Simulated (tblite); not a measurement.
Species: C4H6NOSi (doublet state).
Cartesian coordinates in Å at the GFN2-xTB level; atoms count from 1:
```xyz
13
C4H6NOSi angstrom
N     -2.296    0.086    1.666
C     -1.742   -0.019    0.671
C     -0.996   -0.106   -0.569
C      0.250   -0.992   -0.365
C      1.310   -0.124    0.309
Si     0.904    1.616   -0.393
O     -0.584    1.179   -0.963
H     -1.657   -0.507   -1.348
H      0.600   -1.307   -1.350
H     -0.005   -1.879    0.217
H      1.161   -0.118    1.392
H      2.309   -0.506    0.119
H      0.742    2.677    0.596
```

Method: GFN2-xTB as coded in tblite; computed harmonic values from a numerical Hessian at the method's own geometry, unscaled. Against measured fundamentals such values can be off by several per cent, at times by over 20. Modes of hydrogen on silicon can be 10 to 20 % off. One conformer, not necessarily the lowest. Open shells enter through the occupations alone, without spin polarisation, and single modes of such species can be off by tens of per cent.

Harmonic wavenumbers (cm⁻¹): 82.7, 120.8, 190.5, 265.2, 429.7, 443.6, 513.3, 564.2, 583.3, 679.3, 699.4, 761.2, 807.8, 858.9, 937.4, 990.8, 1030.2, 1071.0, 1113.7, 1156.1, 1221.3, 1244.1, 1270.3, 1311.0, 1468.8, 1483.7, 2269.4, 2393.4, 2897.6, 2957.4, 2982.1, 2991.2, 3025.1.

A = 3746, B = 1900, C = 1679 MHz; mass 112.022 u (most abundant isotopes); point group C1, symmetry number 1; spin multiplicity 2.

Task: What is the zero-point energy?

Result: Half the sum of the wavenumbers: 20407 cm⁻¹ = 244.12 kJ/mol.

Task: Entropy at 273.15 K, 1 bar (ideal gas, RRHO, classical rotation)?

Result: Translation 165.89, rotation 114.76, vibration 59.68, spin (R ln 2) 5.76: S = 346.1 J/(mol K).

Task: And Cp and H(273.15 K) − H(0)?

Result: Cp = 109.32 J/(mol K), of which vibrations give 76.06 (their classical limit is 33 R = 274.4); H(273.15 K) − H(0) = 18.47 kJ/mol without the zero-point energy, 9.39 from vibrations.

Task: How do the functions run with temperature in this model?

Result: 
```json
{"T (K)": "150", "S (J/(mol K))": "293.8", "Cp (J/(mol K))": "70.0", "H − H(0) (kJ/mol)": "7.48", "G − H(0) (kJ/mol)": "-36.59", "ln q(vib)": "1.29"}
{"T (K)": "250", "S (J/(mol K))": "336.7", "Cp (J/(mol K))": "101.7", "H − H(0) (kJ/mol)": "16.03", "G − H(0) (kJ/mol)": "-68.16", "ln q(vib)": "2.70"}
{"T (K)": "298.15", "S (J/(mol K))": "356.0", "Cp (J/(mol K))": "117.4", "H − H(0) (kJ/mol)": "21.30", "G − H(0) (kJ/mol)": "-84.84", "ln q(vib)": "3.43"}
{"T (K)": "400", "S (J/(mol K))": "394.9", "Cp (J/(mol K))": "147.6", "H − H(0) (kJ/mol)": "34.84", "G − H(0) (kJ/mol)": "-123.10", "ln q(vib)": "5.04"}
{"T (K)": "600", "S (J/(mol K))": "463.6", "Cp (J/(mol K))": "191.1", "H − H(0) (kJ/mol)": "69.03", "G − H(0) (kJ/mol)": "-209.11", "ln q(vib)": "8.32"}
{"T (K)": "900", "S (J/(mol K))": "549.3", "Cp (J/(mol K))": "230.8", "H − H(0) (kJ/mol)": "132.84", "G − H(0) (kJ/mol)": "-361.50", "ln q(vib)": "13.09"}
```

q(vib) and H(0) count from the zero-point level.

Task: Which modes carry the vibrational entropy at 273.15 K?

Result: 82.7 cm⁻¹: 15.29; 120.8 cm⁻¹: 12.21; 190.5 cm⁻¹: 8.63; 265.2 cm⁻¹: 6.18; 429.7 cm⁻¹: 3.10; 443.6 cm⁻¹: 2.92 J/(mol K); the other 27 give 11.35 together.

Task: What must be added to the electronic energy to get the Gibbs energy at 273.15 K and 1 bar?

Result: ZPE + [H(273.15 K) − H(0)] − T·S = 244.12 + 18.47 − 94.53 = 168.06 kJ/mol.

Task: Blend soft modes into free rotors: weight 1/[1 + (100 cm⁻¹/ν̃)⁴] for the oscillator and the rest for a rotor with moment μB/(μ + B), μ = h/(8π²ν), B = 10⁻⁴⁴ kg m². What vibrational entropy results?

Result: 57.31 J/(mol K) in place of 59.68, which changes −T·S at 273.15 K by +0.65 kJ/mol.

Hindered rotation and anharmonicity are outside this model. Other conformers, if any are populated, would add a mixing term that is left out. The structure is chiral; the term R ln 2 for an equal mix with its mirror image is left out.
